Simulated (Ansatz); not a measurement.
CH8AlB2N, SMILES `CB[BH][AlH][NH2]`. Charge 0, multiplicity 1.

Cartesian coordinates in Å:
```
C -1.8527 1.0779 -0.2390
B -1.0693 -0.2409 -0.4685
B -0.3100 -1.4994 -0.4688
Al 0.9910 -0.1515 0.6797
N 2.5790 -0.0342 -0.0876
H -1.5445 1.8368 -0.9622
H -1.7173 1.4963 0.7632
H -2.9242 0.9093 -0.3807
H -1.3592 -1.3496 0.3132
H 0.1763 -2.5694 -0.5887
H 0.8245 0.5629 2.0889
H 3.3914 0.3831 0.3375
H 2.8149 -0.4214 -0.9871
```

Give the diagnostics of a CCSD(T)/def2-TZVPP run (frozen core, Ansatz). (Best estimate.)

The calculation gave: T1 = 0.0121, largest single amplitude 0.026, largest double 0.031, (T) share of the correlation energy 4.1 %, 10 CCSD cycles. The RHF solution is stable towards an unrestricted one. T1 lies under the customary mark of 0.02 for closed shells.
